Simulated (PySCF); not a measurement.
H4P, SMILES [PH4+], charge +1.

Geometry: TPSSh-D3(BJ)/def2-TZVPD. The isomer is the one that the SMILES or the coordinates give; other isomers of the formula were not compared.

Computed with PySCF with TDA-B3LYP/def2-TZVPD.

Vertical excitations; the highest root listed may be one member of a degenerate set.  State labels are in the subgroup D2.

```csv
state,symmetry,energy (eV),λ (nm),f,main pairs
S1,B2,11.02,112,0.000,"HOMO→LUMO, HOMO−2→LUMO+2 (degenerate set)"
S2,B3,11.02,112,0.000,"HOMO−1→LUMO, HOMO−2→LUMO+1 (degenerate set)"
S3,B1,11.02,112,0.000,"HOMO−1→LUMO+2, HOMO→LUMO+1 (degenerate set)"
S4,A,11.32,110,0.000,"HOMO−1→LUMO+1, HOMO→LUMO+2 (degenerate set)"
S5,A,11.32,110,0.000,"HOMO−2→LUMO, HOMO→LUMO+2 (degenerate set)"
S6,B3,11.90,104,0.008,"HOMO→LUMO+3, HOMO−2→LUMO+1, HOMO−1→LUMO (degenerate set)"
S7,B2,11.90,104,0.008,"HOMO−1→LUMO+3, HOMO−2→LUMO+2, HOMO→LUMO (degenerate set)"
S8,B1,11.90,104,0.008,"HOMO−2→LUMO+3, HOMO→LUMO+1, HOMO−1→LUMO+2 (degenerate set)"
S9,A,11.99,103,0.000,"HOMO−2→LUMO 32 %, HOMO→LUMO+2 32 %, HOMO−1→LUMO+1 32 %"
S10,B1,12.71,98,0.508,"HOMO−2→LUMO+3 28 %, HOMO→LUMO+1 25 %, HOMO−1→LUMO+2 25 %, HOMO−2→LUMO+4 18 %"
T1,A,9.81,126,0,"HOMO−1→LUMO+1 32 %, HOMO→LUMO+2 32 %, HOMO−2→LUMO 32 %"
T2,B2,9.99,124,0,"HOMO→LUMO, HOMO−2→LUMO+2, HOMO−1→LUMO+3 (degenerate set)"
T3,B3,9.99,124,0,"HOMO−1→LUMO, HOMO−2→LUMO+1, HOMO→LUMO+3 (degenerate set)"
T4,B1,9.99,124,0,"HOMO−1→LUMO+2, HOMO→LUMO+1, HOMO−2→LUMO+3 (degenerate set)"
```
Triplets are in the Tamm–Dancoff approximation.
